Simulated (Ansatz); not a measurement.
Reaction (silylene formation by 1,1-elimination): `OC([SiH3])O[SiH3]` → `OCO[SiH3]` + `[SiH2]`

Computed with Ansatz on PBE0-D4/def2-TZVP structures; ΔE is electronic, products minus reactants. CBS: MP2 limit from def2 TZ/QZ plus the TZ coupled-cluster correction, frozen cores. This one scheme is used for every species. DFT in def2-TZVPP. One conformer a species, not always the lowest.

```csv
level,ΔE (kJ/mol),difference from CCSD(T)/CBS
PBE-D4,222.9,7.6
PBE0-D4,226.1,10.8
ωB97M-V,213.0,-2.3
r2SCAN,233.3,18.0
PBE0,217.3,2.0
MP2/def2-TZVPP,226.7,11.4
SCS-MP2/def2-TZVPP,214.4,-0.9
CCSD/def2-TZVPP,202.1,-13.2
SCS-MP2/def2-QZVPP,218.5,3.2
HF/CBS(def2),185.1,-30.2
CCSD(T)/CBS,215.3,0
```

Largest T1 diagnostic among the species: 0.014.

The D4 term adds +16.1 kJ/mol with B3LYP and +8.7 kJ/mol with PBE0; it sums over pairs of atoms, weighted by their polarisabilities, and B3LYP, whose exchange is more repulsive, gets the larger term. In def2-TZVPP, CCSD(T) changes the Hartree–Fock value by +23.8 kJ/mol (the triples alone add +6.5 kJ/mol) and MP2 by +41.9 kJ/mol.

B3LYP here is the variant with VWN-RPA as its local correlation; programs differ in this.
